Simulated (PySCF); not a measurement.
C₂H₄FNSi, SMILES F[C@@H]1N=C[SiH2]1.

The structure is a stationary point at TPSSh-D3(BJ)/def2-SVP. The structure was generated by enumeration; whether it is a known compound was not checked.

All values below come from SMD-ωB97X/6-31G* (PySCF).

Solvation free energies are E(SMD) − E(gas) at the gas-phase geometry, for 1 M in both phases. In vacuum the dipole moment is 2.91 D.

```json
[
 {"solvent": "water", "ΔG(solv) (kcal/mol)": "-2.5", "its non-electrostatic (CDS) part": "3.1", "dipole (D)": "3.79"},
 {"solvent": "benzene", "ΔG(solv) (kcal/mol)": "-1.8", "its non-electrostatic (CDS) part": "0.7", "dipole (D)": "3.29"},
 {"solvent": "cyclohexanone", "ΔG(solv) (kcal/mol)": "-3.2", "its non-electrostatic (CDS) part": "1.9", "dipole (D)": "3.72"}
]
```
